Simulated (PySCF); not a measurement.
Species: C6H7ClF (charge +1).
SMILES: `C[C@@]1(Cl)C[CH+]C=C1F`

A PySCF run (density fitting, gas phase, GFN2-xTB geometry) gave HOMO -12.30 eV, LUMO -9.30 eV and E = -792.310 Eh.

Question: Which of these levels was it?
A. revPBE/pcseg-1
B. PBE0/IGLO-II
C. PBE0/def2-SVPD
D. PBE0/pcSseg-1
E. PBE0/cc-pVDZ

Answer: A. It is revPBE/pcseg-1. All candidates on this geometry:

| level and settings | kind | basis functions | SCF cycles | E (Eh) | HOMO (eV) | LUMO (eV) |
| --- | --- | --- | --- | --- | --- | --- |
| revPBE/pcseg-1, energy threshold 1e-11 Eh | GGA | 151 | 15 | -792.3101 | -12.30 | -9.30 |
| PBE0/def2-SVPD | global hybrid | 226 | 14 | -791.6881 | -13.52 | -8.51 |
| PBE0/pcSseg-1 | global hybrid | 178 | 14 | -791.9904 | -13.56 | -8.55 |
| PBE0/IGLO-II | global hybrid | 231 | 14 | -792.1055 | -13.46 | -8.44 |
| PBE0/cc-pVDZ, grid level 1, energy threshold 1e-06 Eh | global hybrid | 151 | 8 | -792.0804 | -13.43 | -8.38 |

The nearest other candidate, by the summed differences of HOMO and LUMO, is PBE0/def2-SVPD: its HOMO differs by -1.22 eV and its LUMO by +0.79 eV. Cycle counts include a coarse-grid stage where the run had one.
